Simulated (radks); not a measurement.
The numbers below are computed, except where a source is named.
Ionisation of the iron ion Fe22+, [He] 2s2, to [He] 2s1 as the strength of local exchange is varied. Code: a radial shooting solver on a logarithmic mesh with Libxc functionals. Model: non-relativistic Kohn-Sham, Slater X-alpha exchange (alpha = 2/3 is LDA exchange), no correlation, spin-unpolarised, spherical densities, point nucleus.

alpha  E(Fe22+) (hartree)  exchange (hartree)  IE (eV)  -e of the level emptied (eV)  <r> of it (bohr)
0.568          -799.71675           -15.39031   1917.6                   1872.1 (2s)            0.2458
0.667          -802.40174           -18.10670   1927.5                   1882.6 (2s)            0.2452
0.785          -805.60860           -21.35756   1939.2                   1895.1 (2s)            0.2445
0.982          -810.97836           -26.81671   1959.0                   1916.0 (2s)            0.2433
1.031          -812.31708           -28.18076   1963.9                   1921.3 (2s)            0.2430
?              -809.88644           -25.70503   1955.0                   1911.8 (2s)            0.2435

Which alpha was used in the last row?

Answer. alpha = 0.942. NIST Atomic Spectra Database: 1950 eV (semi-empirical). The Delta-SCF value meets it near alpha = 0.90. Spin polarisation and multiplet splitting are left out, so open shells lie too high by an amount that depends on their filling.

Beside tabulated values, note that spin-unpolarised runs miss the spin-polarisation part of the exchange energy of open shells.
